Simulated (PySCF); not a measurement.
Screening by computed properties: pick the candidate that meets the target.

All species are isolated and taken at one optimised geometry, non-relativistic unless stated. Electronic properties by PySCF.

The conformers computed, where there is a choice (atom-mapped SMILES and torsion angles):
- `[CH2:1]=[CH:2][P@@:3]1(=[Se:4])[CH2:5][C@@H:6]1[C:7]([F:8])([F:9])[F:10]`: C1–C2–P3–Se4 -128°, C5–C6–C7–F8 -39°
- `[CH2:1]=[CH:2][N:3]=[C:4]([CH3:5])[CH3:6]`: C1–C2–N3–C4 64°
- `[N:1]#[C:2][SiH2:3][SiH2:4][SiH3:5]`: C2–Si3–Si4–Si5 -54°

The conformers of `N=C1CCCC1` aren't listed.

Task: Wanted: lowest singlet excitation below 4.5 eV (TDDFT CAM-B3LYP/def2-SVPD) and HOMO energy above -7.65 eV (CAM-B3LYP/def2-SVPD), at PBE0-D3(BJ)/def2-SVP geometries. Which candidate meets both?
A. `N#C[SiH2][SiH2][SiH3]`
B. `C=CN=C(C)C`
C. `N=C1CCCC1`
D. `C=C[P@@]1(=[Se])C[C@@H]1C(F)(F)F`

Result: D. Computed values:
```csv
species,lowest singlet excitation,HOMO energy
C=C[P@@]1(=[Se])C[C@@H]1C(F)(F)F,4.27 eV,-7.59 eV
C=CN=C(C)C,4.70 eV,-7.71 eV
N=C1CCCC1,5.32 eV,-8.67 eV
N#C[SiH2][SiH2][SiH3],6.63 eV,-9.67 eV
```
